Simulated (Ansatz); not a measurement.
Gas-phase electronic energies from Ansatz, PBE0-D4/def2-TZVP geometries. CCSD(T)/CBS is the MP2 limit (def2-TZVPP, def2-QZVPP) plus CCSD(T) − MP2 in def2-TZVPP, frozen cores. This one scheme is used for every species. DFT in def2-TZVPP. def2 core potentials past Kr. For Ga, I outer-core shells are correlated without core-valence functions, which leaves a few kJ/mol of doubt a bond. Scalar relativity is left out up to krypton.

`[Cl][Ga]([Cl])[I]` + H–F → `[F][Ga]([Cl])[Cl]` + HI  (ligand exchange at a Ga–I bond)

`[Cl][Ga]([Cl])[I]`:

Cartesian coordinates in Å:
```
Cl 0.822 -0.622 1.893
Ga -0.033 -0.040 0.042
Cl -1.969 -0.761 -0.432
I 1.181 1.423 -1.503
```

H–F:

```xyz
2

F     0.134   -0.420    0.132
H    -0.134    0.420   -0.132
```

`[F][Ga]([Cl])[Cl]`:

```xyz
4

F     0.641   -1.651   -0.314
Ga    0.023   -0.060   -0.011
Cl   -0.726    0.370    1.907
Cl    0.062    1.341   -1.581
```

HI:

Cartesian coordinates in Å:
```
I -0.740 0.022 -0.316
H 0.740 -0.022 0.316
```

(1) Is it downhill or uphill in electronic energy at CCSD(T)/CBS, and by how much? (Best estimate.)

(2) What do these levels give: PBE0-D4, BHLYP-D4, ωB97M-V, r2SCAN0, CAM-B3LYP, CCSD(T)/def2-TZVPP? (Estimate.)

Largest T1 diagnostic among the species: 0.012.

Results:

(1) Computed: Uphill: ΔE = +0.61 eV.

(2) The calculation gave: PBE0-D4 0.61, BHLYP-D4 0.58, ωB97M-V 0.50, r2SCAN0 0.55, CAM-B3LYP 0.37, CCSD(T)/def2-TZVPP 0.50 eV.

From PBE to PBE0 (25 % exact exchange), in def2-TZVPP and without D4, ΔE moves by +0.06 eV. At CCSD(T), def2-SVP lies −0.28 eV from the extrapolated value and def2-TZVPP −0.11 eV.
